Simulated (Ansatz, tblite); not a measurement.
(CaO)n off: gap (eV) at several levels, gas phase, relaxed structures; Ansatz, xTB through tblite. Clusters are the lowest isomers that short searches found in that spin, judged at the geometry's level. The structures are stationary points that may keep the symmetry of their start. Remarks come from the PBE and PBE0 runs and from stability tests at other levels; not every state was tested.

```json
{"species": "Ca2O3 (with an O–O bond)", "state": "singlet", "geometry": "r2SCAN-D4/def2-SVP", "GFN1-xTB": "2.28", "GFN2-xTB": "0.19", "PBE-D4/def2-SVP": "1.88", "PBE0-D4/def2-SVP": "3.84", "PBE0-D4/def2-TZVP": "3.90", "remarks": "–"}
{"species": "Ca4O3", "state": "singlet", "geometry": "r2SCAN-D4/def2-SVP", "GFN1-xTB": "1.76", "GFN2-xTB": "1.83", "PBE-D4/def2-SVP": "1.04", "PBE0-D4/def2-SVP": "1.81", "PBE0-D4/def2-TZVP": "1.83", "remarks": "restricted SCF unstable in HF"}
{"species": "Ca6O5 (with an O–O bond)", "state": "singlet", "geometry": "PBE-D4/def2-SVP", "GFN1-xTB": "0.94", "GFN2-xTB": "0.73", "PBE-D4/def2-SVP": "0.86", "PBE0-D4/def2-SVP": "1.71", "PBE0-D4/def2-TZVP": "1.72", "remarks": "restricted SCF unstable in HF"}
```

Estimate the column for PBE-D4/def2-TZVP.

Ca2O3 (with an O–O bond) 2.02; Ca4O3 1.06; Ca6O5 (with an O–O bond) 0.86.

Over the 3 species that have every level, the mean is 1.66 at GFN1-xTB, 0.92 at GFN2-xTB, 1.26 at PBE-D4/def2-SVP, 1.31 at PBE-D4/def2-TZVP, 2.45 at PBE0-D4/def2-SVP, 2.48 at PBE0-D4/def2-TZVP. Orbital gaps grow with the share of exact exchange and aren't one observable across functionals.
